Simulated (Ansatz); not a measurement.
AlH5OSi2+: where a starting geometry ends

The starting geometry of this gas-phase doublet was optimised with GFN2-xTB.

```json
{"atom": "Al", "x (Å)": "0.2057", "y (Å)": "2.2887", "z (Å)": "-0.1051"}
{"atom": "O", "x (Å)": "-1.0712", "y (Å)": "2.7528", "z (Å)": "0.9368"}
{"atom": "Si", "x (Å)": "-2.3779", "y (Å)": "3.3168", "z (Å)": "1.7170"}
{"atom": "Si", "x (Å)": "2.3432", "y (Å)": "1.1620", "z (Å)": "-0.6084"}
{"atom": "H", "x (Å)": "-3.5445", "y (Å)": "2.4813", "z (Å)": "1.5609"}
{"atom": "H", "x (Å)": "-2.2094", "y (Å)": "4.6609", "z (Å)": "2.2158"}
{"atom": "H", "x (Å)": "3.3419", "y (Å)": "2.2466", "z (Å)": "-0.5652"}
{"atom": "H", "x (Å)": "2.7726", "y (Å)": "0.0102", "z (Å)": "0.1974"}
{"atom": "H", "x (Å)": "2.0659", "y (Å)": "0.7645", "z (Å)": "-2.0055"}
```

Question: Where would you expect an optimisation with PBE0-D3(BJ)/def2-SVP to take it?

Answer: It keeps its bonds.

The energy falls by 0.43 eV over 13 steps:

```tsv
step	E − E(last) (eV)
1	0.432
2	0.255
4	0.151
5	0.091
6	0.059
8	0.010
9	0.003
10	0.000
12	0.000
13	0.000
```

Final geometry (Å):

```yaml
atoms:
  - { symbol: Al, position_ang: [0.3503, 2.0835, 0.3483] }
  - { symbol: O, position_ang: [-0.9859, 2.6551, 1.1124] }
  - { symbol: Si, position_ang: [-2.3562, 3.2191, 1.9673] }
  - { symbol: Si, position_ang: [2.3771, 1.1886, -0.7119] }
  - { symbol: H, position_ang: [-3.5514, 2.6418, 1.2884] }
  - { symbol: H, position_ang: [-2.3024, 4.7084, 1.9268] }
  - { symbol: H, position_ang: [3.3311, 2.3258, -0.6496] }
  - { symbol: H, position_ang: [2.7376, 0.0288, 0.1437] }
  - { symbol: H, position_ang: [1.9260, 0.8324, -2.0817] }
```

Frequencies at the end are all real (lowest 13 cm⁻¹). Open shells are spin-unrestricted. Run with Ansatz 0.2.0, 47 s on 2 threads of Intel(R) Xeon(R) Processor @ 2.70GHz, on a shared host.
